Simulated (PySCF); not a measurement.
## Working with the constants of PbS⁺

UHF-CCSD(T) constants of PbS⁺, ²Π (doublet), unpaired electrons π ↑ (Pb def2-SVPD with ECP60, S def2-SVPD; scalar-relativistic core potentials (PySCF 2.14); masses 207.9766 and 31.9721 u):

| Quantity | Value |
| --- | --- |
| ωe | 332.4 cm⁻¹ |
| ωexe | 0.87 cm⁻¹ |
| Be | 0.095462 cm⁻¹ |
| αe | 0.000358 cm⁻¹ |

(1) What force constant and bond length do these constants imply?

(2) Estimate the centrifugal constant D from the Kratzer relation and find the Dunham coefficient a1.

Correlated steps freeze 9 core orbitals. Spin–orbit coupling is left out, which matters for elements this heavy, above all for dissociation energies. The state is the lowest determinant that a PBE0 search found; another state may lie lower at other levels.

## Answers

(1) Reduced mass μred = 27.712 u; k = 5.8918×10⁻⁷·μred·ωe² (u, cm⁻¹, mdyn/Å) = 1.80 mdyn/Å; Re = √(16.8576/(μred·Be)) (u, cm⁻¹, Å) = 2.524 Å.

(2) D = 4Be³/ωe² = 3.15e-08 cm⁻¹; a1 = −1 − αeωe/(6Be²) = -3.18.
